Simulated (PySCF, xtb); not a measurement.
3-chloro-1H-silole (C4H5ClSi), SMILES C1=C(C=C[SiH2]1)Cl.

GFN2-xTB (xtb) at its own geometry gives an orbital gap of 2.88 eV and a dipole moment of 1.98 D.

Geometry optimised at r2SCAN-D4/def2-SVP.

**Question.** What does PBE/def2-TZVP (PySCF) give? (An estimate is asked for; the answer gives what the named calculation found.)

**Answer.** gap 3.20 eV (levels -5.95 and -2.75 eV), dipole 1.07 D.
